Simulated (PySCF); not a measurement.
Worked example: oscillator strength and radiative lifetime

1-chloro-1-methylcyclopropane (C4H7Cl), SMILES CC1(Cl)CC1.

The structure is a stationary point at PBE0-D3(BJ)/def2-SVP.

TDDFT-PBE/def2-SVPD (PySCF 2.14.0) puts the first singlet state with f over 0.02 at 6.53 eV (vertical), with the transition dipole (0.000, 0.000, -0.450) in atomic units.

Question: Find the oscillator strength, the wavelength and the radiative lifetime that this transition would have in vacuum if emission retraced absorption.

Answer: 
|μ|² = 0.2025 au, so |μ| = 1.14 D. ΔE = 6.53/27.211 = 0.2400 hartree. f = (2/3) ΔE |μ|² = 0.032 (the program prints 0.032).
λ = 1239.84/6.53 = 190 nm; ν = 52668 cm⁻¹.
Einstein's coefficient A = 0.6670 ν² f s⁻¹ (ν in cm⁻¹) = 6.0e7 s⁻¹, so τ = 1/A = 17 ns. This state is S2; the lower singlet has f = 0.002. The figure is the radiative limit of this one transition; relaxation, internal conversion, crossing to triplets and a medium change what is measured.
